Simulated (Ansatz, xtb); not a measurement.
Molecule: sum formula BNH2F (charge 0, doublet). It need not be the lowest isomer of its formula. SMILES: [NH]BF
Coordinates optimised at B3LYP-D3(BJ)/def2-TZVP (Ansatz, a first-principles code):
```xyz
5

B     -0.3380     0.0907    -0.2603
F      0.1698     1.0668     0.4915
H     -1.2966     0.3183    -0.9451
N      0.1203    -1.2294    -0.1846
H      0.6159    -1.7671    -0.8846
```
Charge 0, spin multiplicity 2.

Harmonic wavenumbers from GFN2-xTB (xtb, at its own minimum), cm⁻¹: 424, 498, 597, 670, 901, 1064, 1590, 2261, 3594.

### Question
Give the harmonic wavenumbers at B3LYP-D3(BJ)/def2-TZVP (Ansatz, finite differences of forces, unscaled).

### Answer
290, 469, 537, 877, 991, 1097, 1408, 2569, 3589 cm⁻¹. Zero-point energy 16.9 kcal/mol.

### Question
From these and the geometry, give the ideal-gas thermochemistry at 298.15 K and 1 atm (rigid rotor, harmonic oscillator).

### Answer
Point group C1, rotational symmetry number 1. Rotational constants 73.49, 9.903, 8.872 GHz. S(trans) 37.39, S(rot) 21.44, S(vib) 3.12, S(elec, spin only) 1.38, S 63.3 cal/(mol K). H(298) - H(0) 3.00 kcal/mol; G - E(el) 1.0 kcal/mol.
